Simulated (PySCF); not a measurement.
## Vertical excitation energies

Compound: C2H10FNSi2.
SMILES: `C[Si@@](N)([SiH3])CF`

Method: TDDFT CAM-B3LYP/def2-SVPD, vertical, gas phase, core orbitals frozen in the response (PySCF). The structure is a single GFN2-xTB conformer in the gas phase; no vibrational or solvent corrections. Torsions of this conformer, `[CH3:1][Si@@:2]([NH2:3])([SiH3:4])[CH2:5][F:6]`: C1–Si2–C5–F6 64°, H–N3–Si2–C1 -74°, H–N3–Si2–C1 68°.

| state | E (eV) | λ (nm) | f | main configurations (H = HOMO, L = LUMO) |
| --- | --- | --- | --- | --- |
| S1 | 6.12 | 202.6 | 0.027 | H→L (89%) |
| S2 | 6.84 | 181.3 | 0.0076 | H→L+2 (53%), H→L+1 (24%) |
| S3 | 7.07 | 175.3 | 0.078 | H-1→L (50%), H→L+2 (21%) |
| S4 | 7.10 | 174.5 | 0.053 | H→L+1 (48%), H-1→L (23%), H→L+2 (9%) |
| S5 | 7.57 | 163.7 | 0.087 | H→L+3 (60%), H-1→L+1 (12%) |
| S6 | 7.67 | 161.7 | 0.0058 | H-1→L+2 (51%), H-2→L (16%) |
| S7 | 7.80 | 159.0 | 0.010 | H-1→L+1 (28%), H-2→L (23%), H-1→L+2 (22%) |
| S8 | 7.84 | 158.2 | 0.054 | H-2→L (28%), H-1→L+1 (27%), H-1→L+3 (14%) |

Triplets (Tamm–Dancoff): T1 5.69 eV, H→L (82%); T2 6.19 eV, H-1→L (42%), H→L+2 (23%); T3 6.42 eV, H→L+2 (45%), H-1→L (18%).

The lowest singlet comes at 203 nm (590 kJ/mol) in the ultraviolet; it is weak; its leading configuration is HOMO→LUMO (89%). The most intense listed level is S5 at 7.57 eV (164 nm, f = 0.087), 1.45 eV above S1. Löwdin shares by element: HOMO nitrogen 49%, silicon 20%, carbon 14% or more (atoms not listed hold the other 18%); LUMO silicon 41%, nitrogen 8%, hydrogen 7% or more (atoms not listed hold the other 45%). Weighted by f, the mean energy of these states is 7.29 eV. Orbital energies (eV): HOMO-3 -11.15, HOMO-2 -10.33, HOMO-1 -9.47, HOMO -8.66, LUMO 0.77, LUMO+1 1.07, LUMO+2 1.34. The listed states span 1.72 eV, and the widest gap between neighbours is 0.72 eV (S1 to S2). The window holds the lowest 8 singlets.

Without π bonds the low states are Rydberg-like; a valence basis with one diffuse set may place them up to an eV too high.
